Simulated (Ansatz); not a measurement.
A search over several starts for the lowest SCF solution of GeF₄⁺ at the given spin, in a small basis.

```yaml
crystal:
  periodic: [false, false, false]
  atoms:
    - {symbol: Ge, position_ang: [-0.000004, 0.000005, 0.000006]}
    - {symbol: F, position_ang: [0.010696, -0.018056, 1.705114]}
    - {symbol: F, position_ang: [1.604137, 0.010552, -0.578327]}
    - {symbol: F, position_ang: [-0.811242, 1.395960, -0.548667]}
    - {symbol: F, position_ang: [-0.803598, -1.388461, -0.578136]}
basis:
  gaussian: {orbitals: def2-SVP}
total_charge: 1
magnetization: {spin_polarized: true, initial_magnetization: 1}
hamiltonian: {xc: pbe0, dispersion: d4}
output: {orbitals: {seedname: orbitals}}
```

```sh
$ ansatz run in.yaml --threads 4 --pin off --events-out ev --progress --plain --max-ram 3916MiB
```

It prints (some lines left out):

```
Functional definition: PBE0
820 factors; integrals over basis functions are off by at most 9.1e-4 eV
mean field evaluation 1: about -67333.1828 eV, gradient 5.0e1 eV
mean field evaluation 2: about -67323.6967 eV, gradient 7.7e1 eV
mean field evaluation 4: about -67340.7810 eV, gradient 8.5e0 eV
mean field evaluation 8: about -67341.0390 eV, gradient 2.6e-1 eV
mean field evaluation 16: about -67341.0812 eV, gradient 1.2e-2 eV
mean field evaluation 32: about -67341.0813 eV, gradient 2.0e-4 eV
mean field evaluation 64: about -67340.8103 eV, gradient 3.2e0 eV
mean field -67341.08128196 eV, -2474.7390916876 hartree, gradient 3.8e-6 eV, S^2 0.756660; 6 other end points of the search recorded, 0 dependent functions left out
reference -67341.08130067 eV, -2474.7390923755 hartree; 34, 33 occupied and 54, 55 virtual orbitals, 820 factors
Total energy: -67341.14377708 eV, -2474.7413883412 hartree
```

Hardware: 4 threads of Arm Neoverse V2 on a shared host. Wall time 4.5 s.
